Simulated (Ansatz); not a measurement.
All values below come from frozen-core CCSD(T)/def2-TZVPP // B3LYP-D3(BJ)/def2-TZVP (Ansatz, a quantum-chemistry and plane-wave program).

Ansatz 0.2 input:
```yaml
crystal:
  periodic: [false, false, false]
  atoms:
    - { symbol: N, position_ang: [-1.22909, -0.044327, 0.327977] }
    - { symbol: In, position_ang: [0.750122, 0.038119, -0.056015] }
    - { symbol: Cl, position_ang: [2.073439, -1.879483, -0.003347] }
    - { symbol: Cl, position_ang: [1.849017, 2.077558, -0.30963] }
    - { symbol: H, position_ang: [-1.675158, -0.919354, 0.084047] }
    - { symbol: H, position_ang: [-1.768332, 0.727486, -0.04303] }
basis:
  gaussian: { orbitals: def2-TZVPP }
correlation:
  method: ccsd_t
```

Output:

```
Functional definition: HF
1326 factors; integrals over basis functions are off by at most 8.7e-4 eV
mean field evaluation 1: about -31670.7884 eV, gradient 3.8e1 eV
mean field evaluation 2: about -31670.8302 eV, gradient 3.9e1 eV
mean field evaluation 4: about -31673.9757 eV, gradient 2.7e0 eV
mean field evaluation 8: about -31674.0081 eV, gradient 2.0e-1 eV
mean field evaluation 16: about -31670.7870 eV, gradient 3.9e1 eV
mean field -31674.00834295 eV, -1163.9983371896 hartree, gradient 2.0e-6 eV, S^2 0.000000; 0 other end points of the search recorded, 0 dependent functions left out
15 core orbitals not correlated
reference -31674.00834295 eV, -1163.9983371896 hartree; 17, 17 occupied and 161, 161 virtual orbitals, 1326 factors
second order -23.62228706 eV of doubles, -0.00000000 eV of singles
cycle   1  -23.81802724 eV  change   -2.0e-1 eV  update   1.1e-1
cycle   2  -24.32378807 eV  change   -5.1e-1 eV  update   3.1e-2
cycle   3  -24.44055106 eV  change   -1.2e-1 eV  update   1.9e-2
cycle   4  -24.43004875 eV  change    1.1e-2 eV  update   5.6e-3
cycle   5  -24.42549116 eV  change    4.6e-3 eV  update   2.9e-3
cycle   6  -24.42630056 eV  change   -8.1e-4 eV  update   1.0e-3
cycle   7  -24.42623247 eV  change    6.8e-5 eV  update   5.0e-4
cycle   8  -24.42619513 eV  change    3.7e-5 eV  update   1.7e-4
cycle   9  -24.42627145 eV  change   -7.6e-5 eV  update   7.0e-5
cycle  10  -24.42624755 eV  change    2.4e-5 eV  update   2.3e-5
perturbative correction -0.96035227 eV, -0.0352922950 hartree
Total energy: -31699.39494277 eV, -1164.9312775253 hartree
```

Cost: very roughly 5 core-minutes.
